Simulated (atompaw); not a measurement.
## B (Z = 5) PAW (atompaw): all-electron and pseudo phase curves

atompaw 4.2.0.5 input, output lines left out:

```
B 5
GGA-PBE scalarrelativistic loggrid 1500 logderivrange -4 5 226
2 2 0 0 0 0
2 0 1
2 1 0
0 0 0
c
v
v
1
1.75 1.60 1.55 0.95
y
-0.45
n
y
-1.25
n
custom polynom2 7 10 vanderbiltortho sinc
bessel
1.35
1.35
1.75
1.75
```

The phase is arctan(r·u′/u) with u = r·R(r), unwrapped; energies in Ry, scanned from -4 to 5 Ry. A pole is an energy at which the radial function vanishes at the test radius. The pseudo phase is shifted by a multiple of π to meet the all-electron one at the reference energy, and phase errors are pseudo minus all-electron; the curves can meet again beyond the range given. Levels narrower than the energy grid can be missing from the lists of poles.

| channel | radius (bohr) | reference energy (Ry) | poles, all-electron | poles, pseudo | unbroken range about the reference energy with phases within 0.05 rad | phase error 1 Ry above the reference energy (rad) |
| --- | --- | --- | --- | --- | --- | --- |
| s | 1.76 | -2.31 | 0.15 | 0.15 | the whole range | -0.000 |
| p | 1.76 | -1.87 | -0.14 | -0.14 | below 3.4 | +0.000 |

Phases in the p channel:

```csv
E (Ry),all-electron,pseudo
-4.00,1.107,1.107
-3.52,1.011,1.012
-3.04,0.841,0.841
-2.56,0.475,0.475
-2.08,-0.292,-0.292
-1.60,-0.992,-0.992
-1.12,-1.312,-1.312
-0.64,-1.470,-1.470
-0.16,-1.568,-1.568
0.32,-1.639,-1.638
0.80,-1.699,-1.698
1.28,-1.756,-1.754
1.76,-1.817,-1.813
2.24,-1.891,-1.883
2.72,-1.990,-1.974
3.20,-2.141,-2.105
3.68,-2.398,-2.315
4.16,-2.865,-2.676
4.64,-3.497,-3.225
```
